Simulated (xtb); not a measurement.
C2H5O, doublet, from a rough starting geometry; GFN2-xTB in xtb.

The xtb input:
```
$ xtb mol.xyz --gfn 2 --uhf 1 --opt vtight --json

# file mol.xyz
8

C      0.75866517     0.05940209     0.03371105
C     -0.70083801    -0.07951568    -0.04896234
O     -1.47543317     0.79713894    -0.66561670
H      1.21153041    -0.68184062     0.63974353
H      1.21589909     0.05604613    -0.94094545
H      1.05842659     1.03469176     0.51340420
H     -1.06491757    -0.19702861     0.95680997
H     -0.98860280    -1.10794054    -0.50469176
```

What the program printed (banner, timings and long lists left out):

```
   ID    Z sym.   atoms
    1    6 C      1, 2
    2    8 O      3
    3    1 H      4-8

           -------------------------------------------------
          |                Calculation Setup                |
           -------------------------------------------------

           -------------------------------------------------
          |                 G F N 2 - x T B                 |
           -------------------------------------------------

          ...................................................
          :                      SETUP                      :
          :.................................................:
          :  # basis functions                  17          :
          :  # atomic orbitals                  17          :
          :  # shells                           11          :
          :  # electrons                        19          :
          :  max. iterations                   250          :
          :  Hamiltonian                  GFN2-xTB          :
          :  restarted?                      false          :
          :  GBSA solvation                  false          :
          :  PC potential                    false          :
          :  electronic temp.          300.0000000     K    :
          :  accuracy                    1.0000000          :
          :  -> integral cutoff          0.2500000E+02      :
          :  -> integral neglect         0.1000000E-07      :
          :  -> SCF convergence          0.1000000E-05 Eh   :
          :  -> wf. convergence          0.1000000E-03 e    :
          :  Broyden damping             0.4000000          :
          :  net charge                          0          :
          :  unpaired electrons                  1          :
          ...................................................

 iter      E             dE          RMSdq      gap      omega  full diag
   1    -10.8785969 -0.108786E+02  0.333E+00   12.38       0.0  T
   2    -10.9017763 -0.231794E-01  0.191E+00   11.63       1.0  T
   3    -10.9039196 -0.214326E-02  0.103E+00   11.96       1.0  T
   4    -10.9044571 -0.537524E-03  0.141E-01   11.87       1.0  T
   5    -10.9044661 -0.903854E-05  0.731E-02   11.87       1.0  T
   6    -10.9044683 -0.218182E-05  0.200E-02   11.87       1.8  T
   7    -10.9044685 -0.220547E-06  0.581E-03   11.87       6.1  T
   8    -10.9044686 -0.150727E-07  0.143E-03   11.87      24.7  T
   9    -10.9044686 -0.153230E-08  0.449E-04   11.87      78.8  T
[...]
 * total energy  :   -10.7880847 Eh     change       -0.1467981E-10 Eh
 * total energy  :   -10.7935372 Eh     change       -0.5452524E-02 Eh
 * total energy  :   -10.7945168 Eh     change       -0.9795345E-03 Eh
 * total energy  :   -10.7945651 Eh     change       -0.4833761E-04 Eh
 * total energy  :   -10.7945791 Eh     change       -0.1402890E-04 Eh
 * total energy  :   -10.7945817 Eh     change       -0.2539588E-05 Eh
 * total energy  :   -10.7945831 Eh     change       -0.1404114E-05 Eh
 * total energy  :   -10.7945842 Eh     change       -0.1138635E-05 Eh
 * total energy  :   -10.7945850 Eh     change       -0.7828334E-06 Eh
 * total energy  :   -10.7945855 Eh     change       -0.4671665E-06 Eh
 * total energy  :   -10.7945857 Eh     change       -0.2070491E-06 Eh
 * total energy  :   -10.7945858 Eh     change       -0.8147132E-07 Eh
   *** GEOMETRY OPTIMIZATION CONVERGED AFTER 12 ITERATIONS ***
         :: total energy             -10.794585757949 Eh    ::
[...]
     2   6 C        3.668     0.126    18.766     6.211
     3   8 O        0.855    -0.374    21.163     6.168
     4   1 H        0.925     0.041     2.442     2.444
     5   1 H        0.925     0.066     2.126     2.280
     6   1 H        0.925     0.066     2.125     2.280
     7   1 H        0.919     0.102     1.763     2.077
     8   1 H        0.919     0.102     1.764     2.077

 Mol. C6AA /au·bohr⁶  :        433.211246
 Mol. C8AA /au·bohr⁸  :       8907.112405
 Mol. α(0) /au        :         30.386580

Wiberg/Mayer (AO) data.
largest (>0.10) Wiberg bond orders for each atom

 ---------------------------------------------------------------------------
     #   Z sym  total        # sym  WBO       # sym  WBO       # sym  WBO
 ---------------------------------------------------------------------------
     1   6 C    3.994 --     2 C    0.997     4 H    0.989     6 H    0.972
                             5 H    0.972
     2   6 C    3.970 --     3 O    1.313     1 C    0.997     8 H    0.828
                             7 H    0.828
     3   8 O    1.609 --     2 C    1.313     7 H    0.101     8 H    0.101
     4   1 H    0.998 --     1 C    0.989
     5   1 H    0.995 --     1 C    0.972
     6   1 H    0.995 --     1 C    0.972
     7   1 H    0.974 --     2 C    0.828     3 O    0.101
     8   1 H    0.974 --     2 C    0.828     3 O    0.101
 ---------------------------------------------------------------------------

Topologies differ in total number of bonds
Writing topology from bond orders to xtbtopo.mol

molecular dipole:
                 x           y           z       tot (Debye)
 q only:        0.597      -0.782       0.567
   full:        0.670      -0.958       0.687       3.447
molecular quadrupole (traceless):
                xx          xy          yy          xz          yz          zz
 q only:       -1.090       3.229       0.398      -2.423       1.351       0.692
  q+dip:       -1.952       4.352       0.613      -3.400       2.174       1.339
   full:       -1.892       4.124       0.512      -3.259       2.256       1.380

optimized geometry written to: xtbopt.xyz

           -------------------------------------------------
          | TOTAL ENERGY              -10.794585757949 Eh   |
          | GRADIENT NORM               0.000031093475 Eh/α |
          | HOMO-LUMO GAP              13.344536945702 eV   |
           -------------------------------------------------

normal termination of xtb
```
